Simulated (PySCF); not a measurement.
Ionisation energy of C²⁺ by level of theory

C²⁺ [He] 2s2 → C³⁺ [He] 2s1 [2s1/2^1, M_J = 1/2], as a difference of total energies. Computed with PySCF 2.14 in x2c-QZVPPall-2c (7s4p3d2f1g, 57 functions), with the two-component X2C-1e Hamiltonian. Correlated levels: 1s2 frozen; the 2 highest virtual spinors dropped. "Screened" scales the spin-orbit matrix elements by Boettger's factors to mimic the two-electron term; Breit and QED terms are absent.

```json
{"method": "GHF (screened spin-orbit)", "ionisation energy (eV)": "45.798"}
{"method": "GMP2 (screened spin-orbit)", "ionisation energy (eV)": "47.022"}
```

Question: How much does correlation contribute at GMP2 (screened spin-orbit)?

Answer: 47.022 − (45.798) = 1.224 eV, measured against GHF (screened spin-orbit).

Errors of the correlated levels include the incompleteness of this basis and the frozen core.

MP2 underrates the near-degeneracy of ns² with np² in the lower species.

For comparison: 47.888 eV (measured; NIST Atomic Spectra Database, ionization energies).
